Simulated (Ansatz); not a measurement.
`[OH][Sn]([OH])([F])[Cl]` + H–F → `[OH][Sn]([OH])([F])[F]` + HCl  (ligand exchange at the Sn–Cl bond)

Program: Ansatz. Geometries: PBE0-D4/def2-TZVP. ΔE: electronic, gas phase. CCSD(T)/CBS is the MP2 limit (def2-TZVPP, def2-QZVPP) plus CCSD(T) − MP2 in def2-TZVPP, frozen cores. This one scheme is used for every species. Functionals use def2-TZVPP. Elements past krypton have def2 core potentials. For Sn outer-core shells are correlated without core-valence functions, which leaves a few kJ/mol of doubt a bond. One conformer a species, not always the lowest.

```json
{"level": "B97M-V", "ΔE (kJ/mol)": "28.7"}
{"level": "PBE0", "ΔE (kJ/mol)": "37.5"}
```

(1) What does CCSD(T)/CBS give? (Estimate.)

Largest T1 diagnostic among the species: 0.015.

## Answers

(1) Ansatz gave: +38.3 kJ/mol. The listed levels differ from it by -9.6, -0.8 kJ/mol.

The D4 term adds +5.2 kJ/mol with B3LYP and +2.8 kJ/mol with PBE0; it sums over pairs of atoms, weighted by their polarisabilities, and B3LYP, whose exchange is more repulsive, gets the larger term. From BLYP to BHLYP (50 % exact exchange), in def2-TZVPP and without D4, ΔE moves by +10.2 kJ/mol. Leaving LDA and LC-ωPBE aside and taking each functional with its dispersion term where it has one, the values, not all of them listed here, spread over 12.1 kJ/mol, from B97M-V to HSE06-D4. LDA lies +5.2 kJ/mol from PBE without D4.

B3LYP here is the variant with VWN-RPA as its local correlation; programs differ in this.
